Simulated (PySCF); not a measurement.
Simulated C 1s region for `C#[C][GaH2-][AsH3+]`, binding energy against the vacuum level.

Every computed line was given a Gaussian of 1.0 eV full width at half maximum and an area set by the number of equivalent atoms; the highest printed point is 100. Theory: delta-SCF UKS SCAN, pcX-2 on the ionised atom, pcseg-1 elsewhere, spin-free X2C (PySCF 2.14.0).

binding energy (eV), intensity and a bar:
```
    288.1          0 
    288.2          1 
    288.3          1 
    288.4          2 #
    288.5          4 #
    288.6          7 ##
    288.7         11 ###
    288.8         18 #####
    288.9         27 ########
    289.0         38 ###########
    289.1         51 ###############
    289.2         65 ###################
    289.3         78 ########################
    289.4         90 ###########################
    289.5         97 #############################
    289.6        100 ##############################
    289.7         97 #############################
    289.8         90 ###########################
    289.9         78 ########################
    290.0         65 ###################
    290.1         51 ###############
    290.2         38 ###########
    290.3         27 ########
    290.4         18 #####
    290.5         11 ###
    290.6          7 ##
    290.7          4 #
    290.8          2 #
    290.9          1 
    291.0          0 
    291.1          0
```

Problem. How many maxima does the curve show, and how many computed lines lie under it?

Solution. The curve has 1 maximum (at 289.6 eV). Under it lie 2 lines from 2 inequivalent carbon sites. At this width some lines have no maximum of their own.

Problem. Decompose the envelope and assign each component. Numbering: `[CH:1]#[C:2][GaH2-:3][AsH3+:4]`.

Solution. 
```csv
position (eV),relative area,line,atoms,environment
289.53,1,C 1s,C2,alkyne carbon
289.67,1,C 1s,C1,terminal alkyne carbon
```

Problem. Above which line width would these two lines show one maximum?

Solution. Two equal Gaussians merge once their distance is under 2σ = FWHM/1.177. With 0.14 eV between them that is a full width over 0.16 eV.

The 2 C 1s values lie within 0.14 eV of each other; Gaussian lines of 0.5 eV full width would blend them into one maximum.

The curve has no shake-up lines and no vibrational structure. The unrestricted hole states depart most from a pure doublet (⟨S²⟩ = 0.75; over 0.85 named) for C 1s of C2 (0.88), which makes this value less certain. Geometry: PBE0-D3(BJ)/def2-SVP; no solvent, vibrations or thermal averaging.
